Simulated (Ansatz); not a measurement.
Gas-phase reaction R1 → P1, each structure at its B3LYP-D3(BJ)/def2-TZVP stationary point, reached from a drawn start; harmonic modes at that level show minima.
R1, C4F6 (SMILES FC(F)=C(F)C(F)=C(F)F) (charge 0, multiplicity 1):
```xyz
10

F      1.58415     0.15645     1.37017
C      0.67285     1.04598     1.04182
F      0.67402     2.07299     1.85752
C     -0.16424     0.90922     0.01820
F     -1.02687     1.91576    -0.24008
C     -0.23490    -0.23540    -0.86222
F     -0.11954     0.01919    -2.18351
C     -0.40588    -1.49640    -0.47769
F     -0.40918    -2.52021    -1.29739
F     -0.57042    -1.86768     0.77317
```
P1, C4F6 (SMILES FC1=C(F)C(F)(F)C1(F)F) (charge 0, multiplicity 1, Z-matrix in Å and degrees):
```
C
F 1 1.3493
F 1 1.3493 2 107.51
C 1 1.5021 2 116.53 3 132.93
F 4 1.3092 1 130.49 2 -64.35
C 4 1.3357 5 134.90 1 -180.00
F 6 1.3092 4 134.90 5 0.00
C 6 1.5021 7 130.49 4 -180.00
F 8 1.3493 6 116.53 7 64.35
F 8 1.3493 9 107.51 6 132.93
```

P less R. No zero-point or thermal terms. One arrangement of each flexible species, with no search for the lowest.

Frozen-core correlation throughout.

Run with Ansatz (a quantum-chemistry and plane-wave program) with Gaussian orbitals. All values are computed, each at the level named.

Total energies in hartree:

```tsv
structure	PBE/def2-TZVPP	r2SCAN/def2-TZVPP	CCSD(T)/cc-pVDZ
R1	-750.987494	-751.394822	-749.710559
P1	-751.001286	-751.409571	-749.726899
```

Task: Work out the reaction energy at each level in kcal/mol (1 hartree = 627.50947 kcal/mol), and say how far PBE/def2-TZVPP lies from CCSD(T)/cc-pVDZ.

Result: 
- PBE/def2-TZVPP: (-751.001286) − (-750.987494) = -0.013792 hartree = -8.65 kcal/mol
- r2SCAN/def2-TZVPP: (-751.409571) − (-751.394822) = -0.014749 hartree = -9.26 kcal/mol
- CCSD(T)/cc-pVDZ: (-749.726899) − (-749.710559) = -0.016340 hartree = -10.25 kcal/mol
PBE/def2-TZVPP less CCSD(T)/cc-pVDZ: 1.60 kcal/mol. CCSD(T)/cc-pVDZ is the level counted from, the highest shown, and no exact or measured value.
